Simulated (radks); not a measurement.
Values are calculated unless marked as measured or tabulated.
Task: The mean radii <r> (bohr) of the occupied orbitals of an atom or ion are listed with their occupations. Code: a radial shooting solver on a logarithmic mesh with Libxc functionals. Model: Dirac Kohn-Sham, BLYP, spin-unpolarised, spherical densities, finite nucleus; Fermi nuclear charge, rms radius of each element as measured or else 0.836 A^(1/3) + 0.57 fm.

| orbital | occ. | <r> |
|---|---|---|
| 1s1/2 | 2 | 0.02666 |
| 2s1/2 | 2 | 0.1142 |
| 2p1/2 | 2 | 0.09619 |
| 2p3/2 | 4 | 0.1020 |
| 3s1/2 | 2 | 0.3061 |
| 3p1/2 | 2 | 0.2962 |
| 3p3/2 | 4 | 0.3079 |
| 3d3/2 | 4 | 0.2787 |
| 3d5/2 | 6 | 0.2824 |
| 4s1/2 | 2 | 0.7163 |
| 4p1/2 | 2 | 0.7452 |
| 4p3/2 | 4 | 0.7730 |
| 4d3/2 | 4 | 0.8670 |
| 4d5/2 | 6 | 0.8776 |
| 5s1/2 | 2 | 1.749 |
| 5p1/2 | 2 | 1.969 |
| 5p3/2 | 1 | 2.040 |

Name the element and its charge. Open shells, if any, fill j = l - 1/2 first.

Result: Z = 54, xenon, charge +3: Xe3+ in [Kr] 4d10 5s2 5p3. The 1s radius gives Z: for a bare nucleus <r> = (2 gamma + 1)/(2Z) with gamma = sqrt(1 - (Z/c)^2), 0.02628 bohr for Z = 54, and screening makes it slightly larger (0.02666 here). The occupations add up to 51, and the charge is Z minus that.
